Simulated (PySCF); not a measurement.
CH4BeO2, SMILES C[O][Be][OH]. Heavy atoms are numbered as in [Be:1]([OH:2])[O:4][CH3:5]. Hydrogens are named by the atom that carries them.

Geometry: PBE0-D3(BJ)/def2-SVP. One conformer was computed; it need not be the lowest.

Method: PySCF with M06-2X/def2-TZVPD.

Mulliken values depend strongly on the basis, most of all with diffuse functions as here. ESP charges are fitted to the potential on shells at 1.4 to 2.0 van der Waals radii. Atomic charges (e), one atom of each kind:

```
atom      ESP fit    IAO  Mulliken
--------  -------  -----  --------
Be1          0.66   1.65     -0.25
O2 (OH)     -0.79  -1.21     -0.36
H on O2      0.40   0.38      0.39
O4          -0.26  -1.04     -0.08
C5 (CH3)    -0.50  -0.16     -0.26
H on C5      0.16   0.12      0.19
```
